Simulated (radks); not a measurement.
Species: Gd XLIX. Configuration: [Ne] 3s2 3p4 (the NIST ground configuration). Method: scalar-relativistic Kohn-Sham, r2SCAN, spin-polarised, spherical densities, finite nucleus; open shells are filled with parallel spins first (spin-orbit coupling, left out, can overturn this in heavy ions); meta-GGA in the generalised Kohn-Sham scheme; Fermi nuclear charge, rms radius 5.1569 fm; computed with a radial shooting solver on a logarithmic mesh with Libxc functionals.

Normalised radial functions P(r) = r R(r), r in bohr:

r         2p down
0.002309   0.0469
0.003205   0.0820
0.004449   0.1429
0.006127   0.2435
0.008505   0.4143
0.01171    0.6801
0.01626    1.0917
0.02257    1.6656
0.03108    2.3488
0.04315    3.0302
0.0599     3.4115
0.08249    3.1976
0.1145     2.3224
0.1577     1.2125
0.2189     0.3894
0.3039     0.0651
0.4185     0.0048
0.5809     0.0001

2p down: eigenvalue -10525.5 eV, 0 radial nodes, <r> = 0.0812 bohr, 90 % of the charge inside 0.132 bohr.
